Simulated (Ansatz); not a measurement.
Steps of a relaxation of CH$_{6}$FGeNSi (`N=C(F)[SiH2][GeH3]`) with RKS PBE0-D4/def2-TZVP.

```sh
$ ansatz run in.yaml --threads 4 --pin off --events-out ev --progress --plain --max-ram 10444MiB
```

```yaml
crystal:
  periodic: [false, false, false]
  atoms:
    - {symbol: N, position_ang: [1.928862, -0.729854, 1.244647]}
    - {symbol: C, position_ang: [0.673639, -0.741330, 1.411312]}
    - {symbol: F, position_ang: [0.209271, -0.720191, 2.686087]}
    - {symbol: Si, position_ang: [-0.733016, -0.736886, 0.096043]}
    - {symbol: Ge, position_ang: [-0.451079, 1.258479, -1.192094]}
    - {symbol: H, position_ang: [2.160596, -0.739077, 0.239419]}
    - {symbol: H, position_ang: [-0.526193, -1.941345, -0.782505]}
    - {symbol: H, position_ang: [-2.082785, -0.811473, 0.749653]}
    - {symbol: H, position_ang: [-0.611275, 2.505786, -0.286758]}
    - {symbol: H, position_ang: [0.977817, 1.266018, -1.796690]}
    - {symbol: H, position_ang: [-1.480637, 1.332975, -2.348613]}
basis:
  gaussian: {orbitals: def2-TZVP}
hamiltonian: {xc: pbe0, dispersion: d4}
relax: {f_tol: 0.005, max_steps: 150}
```

Positions (Å) and forces (eV/Å) along the path, 13 of 26 steps:

```xyz
11
step=1 energy=-69723.3992 eV
N     1.929   -0.730    1.245   -1.169   -0.027   -0.233
C     0.674   -0.741    1.411    0.740    0.015   -0.052
F     0.209   -0.720    2.686    0.315   -0.006   -0.470
Si   -0.733   -0.737    0.096   -0.010   -0.154   -0.006
Ge   -0.451    1.258   -1.192    0.014    0.129   -0.046
H     2.161   -0.739    0.239   -0.160   -0.001    0.561
H    -0.526   -1.941   -0.783   -0.025    0.258    0.215
H    -2.083   -0.811    0.750    0.328    0.014   -0.098
H    -0.611    2.506   -0.287    0.018   -0.191   -0.137
H     0.978    1.266   -1.797   -0.203   -0.009    0.088
H    -1.481    1.333   -2.349    0.151   -0.028    0.181
11
step=6 energy=-69723.4398 eV
N     1.914   -0.837    1.269   -0.038    0.008    0.048
C     0.676   -0.729    1.400    0.117   -0.046   -0.075
F     0.204   -0.564    2.652    0.049    0.015   -0.057
Si   -0.692   -0.721    0.072   -0.032    0.053    0.009
Ge   -0.477    1.290   -1.188    0.004   -0.024    0.001
H     2.195   -0.954    0.297   -0.117    0.007    0.073
H    -0.463   -1.905   -0.796    0.022    0.013   -0.004
H    -2.020   -0.816    0.724   -0.003   -0.021    0.002
H    -0.690    2.514   -0.287    0.003   -0.015   -0.002
H     0.933    1.354   -1.799   -0.014    0.004    0.005
H    -1.514    1.311   -2.323    0.009    0.006    0.000
11
step=8 energy=-69723.4448 eV
N     1.916   -0.898    1.278   -0.050   -0.010    0.002
C     0.685   -0.714    1.394    0.082    0.012    0.054
F     0.217   -0.422    2.630    0.140   -0.042   -0.235
Si   -0.677   -0.717    0.062   -0.035    0.017    0.018
Ge   -0.499    1.307   -1.179    0.006   -0.005   -0.005
H     2.193   -1.109    0.319   -0.160    0.041    0.170
H    -0.410   -1.886   -0.815    0.015    0.014   -0.011
H    -2.007   -0.852    0.704    0.000   -0.021    0.005
H    -0.741    2.523   -0.274    0.004   -0.018    0.000
H     0.915    1.396   -1.777   -0.009    0.011   -0.002
H    -1.526    1.315   -2.322    0.007    0.002    0.003
11
step=9 energy=-69723.4434 eV rejected
N     1.908   -0.971    1.294   -0.148   -0.037   -0.196
C     0.694   -0.681    1.387    0.059   -0.015    0.253
F     0.244   -0.240    2.597    0.297   -0.163   -0.534
Si   -0.670   -0.709    0.057    0.080   -0.066   -0.034
Ge   -0.515    1.323   -1.174   -0.072    0.044    0.048
H     2.157   -1.301    0.353   -0.221    0.183    0.446
H    -0.333   -1.838   -0.853   -0.019    0.006    0.058
H    -1.992   -0.935    0.699    0.047    0.051   -0.052
H    -0.786    2.516   -0.247   -0.001    0.022   -0.024
H     0.896    1.459   -1.771   -0.013   -0.036    0.031
H    -1.537    1.321   -2.321   -0.007    0.011    0.002
11
step=12 energy=-69723.4617 eV
N     1.912   -1.021    1.340   -0.285    0.004   -0.146
C     0.709   -0.676    1.377    0.158    0.041    0.109
F     0.258   -0.115    2.527    0.173   -0.135   -0.249
Si   -0.638   -0.717    0.030    0.028   -0.025    0.003
Ge   -0.543    1.339   -1.167   -0.004    0.010    0.022
H     2.145   -1.425    0.429   -0.068    0.086    0.244
H    -0.294   -1.838   -0.885    0.004    0.006    0.039
H    -1.956   -0.954    0.670    0.014    0.006   -0.027
H    -0.805    2.522   -0.226   -0.002    0.006   -0.001
H     0.861    1.480   -1.779   -0.013    0.003    0.005
H    -1.583    1.346   -2.297   -0.005   -0.003    0.002
11
step=15 energy=-69723.4767 eV
N     1.887   -1.136    1.399   -0.156    0.115    0.071
C     0.739   -0.645    1.354    0.089   -0.076    0.089
F     0.342    0.096    2.414    0.092   -0.075   -0.141
Si   -0.593   -0.711   -0.003    0.033    0.008   -0.049
Ge   -0.577    1.367   -1.163   -0.011    0.020    0.024
H     2.094   -1.678    0.565   -0.044    0.009   -0.012
H    -0.206   -1.822   -0.912   -0.001    0.003    0.019
H    -1.912   -0.988    0.617    0.011    0.000    0.007
H    -0.884    2.509   -0.184    0.005    0.002   -0.014
H     0.810    1.591   -1.787   -0.023   -0.003    0.007
H    -1.635    1.360   -2.278    0.005   -0.002   -0.002
11
step=16 energy=-69723.4795 eV
N     1.876   -1.185    1.432   -0.240    0.167    0.103
C     0.749   -0.647    1.346    0.299   -0.033   -0.020
F     0.389    0.186    2.348    0.031   -0.099   -0.062
Si   -0.567   -0.711   -0.024   -0.035    0.018    0.026
Ge   -0.598    1.383   -1.156    0.027    0.015   -0.001
H     2.068   -1.783    0.635   -0.067   -0.023   -0.036
H    -0.173   -1.820   -0.932    0.007    0.005   -0.008
H    -1.883   -0.999    0.597   -0.015   -0.021    0.004
H    -0.921    2.519   -0.174    0.003   -0.030   -0.003
H     0.783    1.634   -1.782   -0.012    0.011   -0.005
H    -1.657    1.365   -2.270    0.003   -0.010    0.001
11
step=17 energy=-69723.4815 eV
N     1.869   -1.203    1.444   -0.161    0.092    0.034
C     0.758   -0.638    1.341    0.187   -0.089    0.033
F     0.403    0.207    2.335    0.048   -0.062   -0.078
Si   -0.559   -0.706   -0.028   -0.005    0.024    0.007
Ge   -0.601    1.389   -1.158    0.004    0.003   -0.003
H     2.050   -1.821    0.657   -0.062    0.051    0.013
H    -0.160   -1.811   -0.937    0.007   -0.001   -0.008
H    -1.872   -1.006    0.595   -0.010   -0.007    0.001
H    -0.933    2.514   -0.168    0.000   -0.013   -0.008
H     0.773    1.658   -1.790   -0.007    0.001    0.004
H    -1.663    1.360   -2.269   -0.001    0.001    0.002
11
step=21 energy=-69723.4836 eV
N     1.851   -1.254    1.479   -0.054    0.017   -0.033
C     0.779   -0.632    1.333    0.026   -0.007    0.025
F     0.463    0.279    2.278    0.024   -0.031   -0.023
Si   -0.534   -0.698   -0.042    0.004   -0.001    0.014
Ge   -0.617    1.403   -1.156    0.002   -0.007   -0.013
H     1.993   -1.913    0.717    0.002    0.019    0.032
H    -0.122   -1.795   -0.955   -0.001    0.007   -0.004
H    -1.843   -1.022    0.580    0.002    0.001   -0.001
H    -0.976    2.514   -0.161   -0.004   -0.005    0.001
H     0.750    1.709   -1.788    0.000    0.000    0.002
H    -1.678    1.352   -2.266   -0.001    0.007    0.000
11
step=22 energy=-69723.4836 eV rejected
N     1.849   -1.265    1.486   -0.064    0.017   -0.032
C     0.783   -0.631    1.334    0.049   -0.002    0.031
F     0.478    0.291    2.272    0.016   -0.033   -0.030
Si   -0.530   -0.695   -0.041   -0.006   -0.002   -0.023
Ge   -0.621    1.404   -1.161    0.004    0.005    0.020
H     1.985   -1.932    0.730   -0.003    0.024    0.025
H    -0.116   -1.787   -0.959    0.001   -0.008    0.007
H    -1.838   -1.024    0.580    0.003    0.002    0.001
H    -0.988    2.507   -0.160    0.000    0.007   -0.005
H     0.745    1.718   -1.788   -0.002   -0.001    0.002
H    -1.681    1.357   -2.273    0.003   -0.009    0.004
11
step=24 energy=-69723.4838 eV
N     1.849   -1.260    1.482   -0.004    0.001   -0.006
C     0.782   -0.631    1.332    0.004   -0.002    0.007
F     0.475    0.287    2.272   -0.001    0.001   -0.002
Si   -0.533   -0.696   -0.041    0.002    0.001   -0.006
Ge   -0.619    1.403   -1.158    0.000    0.000    0.003
H     1.987   -1.925    0.726    0.000    0.001    0.001
H    -0.120   -1.791   -0.957    0.000   -0.002    0.001
H    -1.841   -1.023    0.581    0.000    0.001    0.001
H    -0.986    2.509   -0.160   -0.002    0.001   -0.003
H     0.748    1.716   -1.784    0.001   -0.001    0.002
H    -1.677    1.354   -2.271    0.000    0.000    0.001
11
step=25 energy=-69723.4838 eV
N     1.848   -1.262    1.482    0.000    0.000    0.000
C     0.782   -0.631    1.331    0.005    0.003    0.000
F     0.478    0.291    2.269   -0.003    0.000    0.001
Si   -0.532   -0.696   -0.042   -0.001    0.000   -0.001
Ge   -0.620    1.404   -1.158    0.001    0.000    0.001
H     1.985   -1.929    0.728    0.000   -0.002   -0.002
H    -0.119   -1.791   -0.957    0.000   -0.001    0.000
H    -1.840   -1.023    0.581    0.000    0.000    0.001
H    -0.990    2.510   -0.160   -0.002    0.000   -0.001
H     0.748    1.718   -1.782    0.001    0.000    0.001
H    -1.677    1.353   -2.272    0.000    0.000    0.001
11
step=26 energy=-69723.4838 eV
N     1.848   -1.263    1.482    0.003    0.000    0.004
C     0.783   -0.630    1.331   -0.001   -0.002    0.000
F     0.481    0.293    2.267   -0.001    0.002    0.000
Si   -0.531   -0.696   -0.042   -0.001    0.001    0.001
Ge   -0.620    1.404   -1.157    0.000    0.000   -0.001
H     1.984   -1.932    0.729    0.000   -0.001   -0.004
H    -0.119   -1.791   -0.957    0.000    0.000   -0.001
H    -1.839   -1.023    0.581    0.000    0.000    0.001
H    -0.993    2.510   -0.161    0.000   -0.001    0.000
H     0.748    1.720   -1.779    0.000    0.001    0.000
H    -1.676    1.352   -2.273    0.001    0.000   -0.001
```

Hardware: 4 threads of an Intel Xeon Platinum 8488C on a shared host. Wall time 79 s, peak host memory 0.67 GiB.
